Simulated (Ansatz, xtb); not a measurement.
**Relative energy of two structures of GaH3OSeSi**

Structure I: a singlet given by its coordinates. Structure II: a singlet given by its coordinates. Both are isolated molecules in the gas phase, relaxed with B3LYP/6-31G*.

I (Å):

```yaml
atoms:
  - { symbol: Ga, position_ang: [-4.3169, -0.2386, -0.9397] }
  - { symbol: O, position_ang: [-2.0592, -0.0184, -0.1140] }
  - { symbol: Se, position_ang: [-2.8852, -1.4882, -2.6891] }
  - { symbol: Si, position_ang: [-1.2347, -0.9979, -1.2576] }
  - { symbol: H, position_ang: [-1.7131, 0.0574, 0.7881] }
  - { symbol: H, position_ang: [-0.6558, -2.1531, -0.5152] }
  - { symbol: H, position_ang: [-0.1079, -0.2186, -1.8368] }
```

Close contacts (Å): Ga1–O2 2.41, Ga1–Se3 2.58, O2–Si4 1.72, Se3–Si4 2.24, O2–H5 0.97, Si4–H6 1.49, Si4–H7 1.49.

II (Å):

```
atom    x (Å)    y (Å)    z (Å)
  Ga  -4.8091  -0.6134  -1.4043
   O  -3.2023  -0.5845  -0.4843
  Se  -0.5076  -1.1426  -2.3772
  Si  -1.5978  -0.8956  -0.3491
   H  -0.9345   0.2023   0.3995
   H  -0.5608   0.3012  -2.7086
   H  -1.3417  -2.2039   0.3089
```

Close contacts (Å): Ga1–O2 1.85, O2–Si4 1.64, Se3–Si4 2.32, Se3–H6 1.48, Si4–H5 1.49, Si4–H7 1.49.

**Question.** Which of the two would you expect CCSD(T)/def2-SVP + ΔMP2/def2-TZVPP electronic energies to favour?

**Answer.** Not settled: CCSD(T)/def2-SVP + ΔMP2/def2-TZVPP gives E(II) − E(I) = +0.072 eV, but this leans on the basis-set step: CCSD(T) alone gives +0.043 eV.

Level by level:

| level | geometry | E(II) − E(I) (eV) | departure from the last row (eV) | job, with rough time for the two |
| --- | --- | --- | --- | --- |
| B3LYP/6-31G* | B3LYP/6-31G* | +0.048 | −0.024 | optimisation, 3.8 min |
| HF/def2-SVP | B3LYP/6-31G* | +0.016 | −0.056 | part of the CCSD(T) run |
| MP2/def2-SVP | B3LYP/6-31G* | +0.086 | +0.015 | part of the CCSD(T) run |
| CCSD(T)/def2-SVP | B3LYP/6-31G* | +0.043 | −0.029 | single point |
| CCSD(T)/def2-SVP + ΔMP2/def2-TZVPP | B3LYP/6-31G* | +0.072 |  | single point, 41 s |

HF/def2-SVP finds them nearly level. The largest departure from CCSD(T)/def2-SVP + ΔMP2/def2-TZVPP is that of HF/def2-SVP, 0.056 eV. Levels run at GFN2-xTB geometries aren't shown. The last row adds to CCSD(T) the change of the MP2 difference between the two basis sets, here +0.029 eV.

With harmonic frequencies from B3LYP/6-31G* (ideal gas, rigid rotor, one conformer each, 298.15 K, 1 atm): on the last row, ΔE + ΔZPE = −0.009 eV. A mode under 50 cm⁻¹ makes harmonic enthalpies and free energies unreliable, so none is given.

The correlated steps freeze 24 core orbitals; the filled d shell of Ga and Se is correlated, in a basis made for valence electrons. Programs: Ansatz 0.2.0; the last row on 2 threads of Arm Neoverse V1 on a shared host.
